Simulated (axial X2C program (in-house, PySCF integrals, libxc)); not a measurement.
**What spin–orbit coupling does to NbB**

Calculated with an axial X2C code built on PySCF integrals. Spin-free means the one-electron spin-free X2C Hamiltonian; two-component (2c) means X2C with spin–orbit coupling and atomic mean-field two-electron Coulomb and Gaunt terms, so the difference of the two also holds small scalar two-electron terms. Basis: Nb dyall-cv3z [11s12p9d5f3g], B dyall-v3z [7s6p2d1f] (cores contracted in-house); Gaussian nuclei, density fitting, unrestricted open shells. Masses: Nb 92.906 u, B 11.009 u.

Spin-free state: M_S = 3, Λ = 0 (beyond evenly filled blocks: 2 × σα, π+α, π-α, δ+α, δ-α); fragments Nb + B.

| level | Re (Å) | ωe (cm⁻¹) | De (eV) | μ (D) |
| --- | --- | --- | --- | --- |
| PBE50 | 2.084 | 654.4 | 2.716 | -3.18 |

Dipoles are positive if B is the positive end.

Two-component determinant lowest at the distance of the search:

Ω = 3 (⟨Sz⟩ = 3.00, ⟨Lz⟩ = 0.00 at PBE50); fragments Nb + B.

| level | Re (Å) | ωe (cm⁻¹) | μ (D) |
| --- | --- | --- | --- |
| PBE50 | 2.083 | 653.7 | -3.18 |

**Question.** From the two tables, how do the constants change at the PBE50 level (2c against spin-free)?

**Answer.** At the PBE50 level Re is unchanged within 0.001 Å and ωe decreases by 0.7 cm⁻¹.

One determinant describes the state; a PBE0 search over occupations chose it and may have missed a lower one. De is counted from the lowest determinant-based energies of the atoms at the same level, without counterpoise correction. De is not given where an atomic determinant may have missed its ground term or J level, or where the truncated virtual space spoils (T). Density functionals use the spin component along the axis (collinear). Other states lie close and PBE0, whose exact exchange favours high spin, may order them wrongly; the determinant shown need not be the ground state. The nearest other spin-free determinant of the search, M_S = 2, Λ = 1, lies 0.73 eV up at the distance of the search. Without a current term, density functionals place determinants with orbital angular momentum somewhat too high. With several unpaired electrons one determinant need not be a pure state. Open-shell Ω = 0 determinants with evenly filled partner blocks cannot be reached by this program, so the Ω shown need not be the lowest component. The stretched end of a curve changes character and is left out.
